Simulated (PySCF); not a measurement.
# Electron correlation in Ir (iridium, neutral)

[Xe] 4f14 5d6 6s2 6p1, one real determinant (an excited configuration). Calculation: PySCF 2.14, in def2-TZVPPD with the def2 core potential (60 electrons); a scalar-relativistic core potential. Frozen: 5s2 5p6; 9 electrons correlated.

```json
{"level": "CCSD", "correlation energy (mhartree)": "-199.78"}
{"level": "(T)", "correlation energy (mhartree)": "-17.42"}
{"level": "CCSD(T)", "correlation energy (mhartree)": "-217.20"}
```

Diagnostics: T1 = 0.026, D1 = 0.1019, largest double amplitude 0.242.

The real determinant used has ⟨L²⟩ near 8 against 12 for a pure F term, so it mixes terms. Spin-orbit coupling, absent here, splits the open shell strongly. A double-excitation amplitude exceeds 0.15, a sign of near-degeneracy.

Cost of the coupled-cluster step: roughly 7 core-seconds, for 9 correlated electrons.

The reference is one real determinant that mixes LS terms of this configuration.
